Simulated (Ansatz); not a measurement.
`B[SiH]([SiH3])Cl` + `C=C=CN` → `BNC=C=C` + `[SiH3][SiH2]Cl` at 600 K and 1 bar (cleavage of the B–Si bond).

Isolated molecules relaxed with PBE0-D4/def2-TZVP in Ansatz; ΔE leaves out vibrations. CBS: MP2 limit from def2 TZ/QZ plus the TZ coupled-cluster correction, frozen cores. Each species was taken in one conformer, which may not be the lowest.

```json
{"species": "`B[SiH]([SiH3])Cl`", "CCSD(T)/CBS energy (Eh)": "-1066.34213", "H − E (kJ/mol)": "211.9", "S (J/(mol·K))": "465.3"}
{"species": "`C=C=CN`", "CCSD(T)/CBS energy (Eh)": "-171.79482", "H − E (kJ/mol)": "238.8", "S (J/(mol·K))": "353.7"}
{"species": "`BNC=C=C`", "CCSD(T)/CBS energy (Eh)": "-197.22529", "H − E (kJ/mol)": "281.7", "S (J/(mol·K))": "395.4"}
{"species": "`[SiH3][SiH2]Cl`", "CCSD(T)/CBS energy (Eh)": "-1040.97629", "H − E (kJ/mol)": "165.1", "S (J/(mol·K))": "399.9"}
```

H − E and S are ideal-gas, rigid-rotor, harmonic terms from PBE0-D4/def2-TZVP, for one conformer and one mirror image of each species. 1 Eh = 2625.50 kJ/mol, R = 8.31446 J/(mol·K).

Problem. By hand: ΔE, ΔH, ΔS and ΔG.

Solution. ΔE = (-197.22529) + (-1040.97629) − (-1066.34213) − (-171.79482) = -0.06463 Eh = -169.7 kJ/mol. Δ(H − E) = 281.7 + 165.1 − 211.9 − 238.8 = -3.9, so ΔH = -173.6 kJ/mol. ΔS = 395.4 + 399.9 − 465.3 − 353.7 = -23.7 J/(mol·K). ΔG = -173.6 − 600 × (-23.7)/1000 = -159.4 kJ/mol.

Problem. By hand: the equilibrium constant, and the temperature at which ΔG would vanish if ΔH and ΔS stayed fixed.

Solution. log₁₀ K = −ΔG/(RT ln 10) = 13.9. ΔG = 0 at ΔH/ΔS = 7325 K, far beyond where these terms or the molecules hold.

ΔH outweighs TΔS. A doubt of 5 kJ/mol in ΔE shifts log₁₀ K by 0.4 here. Other conformers and mirror images would add mixing entropy, several J/(mol·K) or more a flexible species. These are equilibria of isolated gas molecules and say nothing of rates. Largest T1 diagnostic: 0.014 (customary marks: 0.02 for closed shells, 0.045 for open ones).
